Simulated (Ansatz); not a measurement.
`C[SiH2]N[SiH3]` + `N=CF` → `F/C=N/[SiH3]` + `C[SiH2]N`  (ligand exchange at the Si–N bond)

Calculated with Ansatz (gas phase, PBE0-D4/def2-TZVP geometries, no zero-point term in ΔE). CCSD(T)/CBS adds triple-zeta CCSD(T) − MP2 to the extrapolated MP2 energy (def2 sets, frozen cores). This one scheme is used for every species. DFT in def2-TZVPP. Each species was taken in one conformer, which may not be the lowest.

| level | ΔE (kJ/mol) |
| --- | --- |
| RPA@PBE/def2-TZVPP | 12.7 |
| SCS-MP2/def2-TZVPP | 9.0 |

Q: What does CCSD(T)/CBS give? (An estimate is asked.)

A: Computed: +10.4 kJ/mol. The listed levels differ from it by 2.3, -1.4 kJ/mol.

Largest T1 diagnostic among the species: 0.014.

Leaving LDA and LC-ωPBE aside and taking each functional with its dispersion term where it has one, the values, not all of them listed here, spread over 4.6 kJ/mol, from B2PLYP to BHLYP-D4. The D4 term adds +4.5 kJ/mol with B3LYP and +2.6 kJ/mol with PBE0; it sums over pairs of atoms, weighted by their polarisabilities, and B3LYP, whose exchange is more repulsive, gets the larger term.

B3LYP here is the variant with VWN-RPA as its local correlation; programs differ in this.
